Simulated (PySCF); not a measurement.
FGaH3N, SMILES [NH2][GaH][F]. Atoms are numbered in the order given.

```xyz
6

Ga    -0.3365    -0.0452     0.0000
H     -1.8574    -0.2957     0.0000
F      0.7471    -1.4373     0.0000
N      0.5551     1.5194     0.0000
H      1.5598     1.5720     0.0000
H      0.1187     2.4250     0.0000
```

Coordinates come from a ωB97X-D3(BJ)/def2-TZVP optimisation. Other conformers were not sampled.

Level of theory: PBE/def2-TZVPD (PySCF).

Gas-phase values at a fixed geometry.

```
Quantity                                                                                                        Value
---------------------------------------------------------------------------------------------  ----------------------
total energy                                                                                      -2080.93049 hartree
point group                                                                                                        Cs
highest occupied level                                                                                       -6.43 eV
lowest empty level                                                                                           -1.37 eV
orbital gap                                                                                                   5.06 eV
dipole moment                                                                                                  2.72 D
quadrupole, principal values (traceless, Buckingham form, about the centre of nuclear charge)   -4.02, 0.58, 3.44 D·Å
mean static polarisability                                                                       40.2 bohr³ (5.96 Å³)
polarisability, principal values                                                               33.9, 39.1, 47.7 bohr³
```
